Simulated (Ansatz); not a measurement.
Worked example: SiH2(CH3)Br + Cd(CH3)(NH2) → SiH2(CH3)(NH2) + Cd(CH3)Br

Species: SiH2(CH3)Br, singlet; Cd(CH3)(NH2), singlet; SiH2(CH3)(NH2), singlet; Cd(CH3)Br, singlet. The partners trade Br for NH2: Si–Br and Cd–NH2 bonds give way to Si–NH2 and Cd–Br.

Shapes, held fixed at every level: PBE0-D4/def2-TZVP. Flexible molecules stand in one conformer, not always the lowest. Programs: Ansatz 0.2.0. Electronic energies: no zero-point or thermal term.

At CCSD(T)/def2-TZVPP; 1 Eh = 2625.50 kJ/mol:

| species | energy (Eh) |
| --- | --- |
| SiH2(CH3)Br | -2902.854605 |
| Cd(CH3)(NH2) | -263.265209 |
| SiH2(CH3)(NH2) | -386.002384 |
| Cd(CH3)Br | -2780.158923 |

Problem. Work out ΔE of the reaction at this level.

Solution. 
1. Products less reactants: (-386.002384) + (-2780.158923) − [(-2902.854605) + (-263.265209)] = -0.041493 Eh = -108.9 kJ/mol.

Other levels give -150.5 (HF/def2-TZVPP) to -101.5 kJ/mol (SPW92/def2-TZVPP). No measured value is set beside it here. For atoms past krypton def2 sets carry core potentials with scalar relativity. Relativity is left out for Br. Outer-core shells of Br, Cd are correlated in most correlated rows, in sets that cover them unevenly. The median of the other levels is -116.8 kJ/mol.
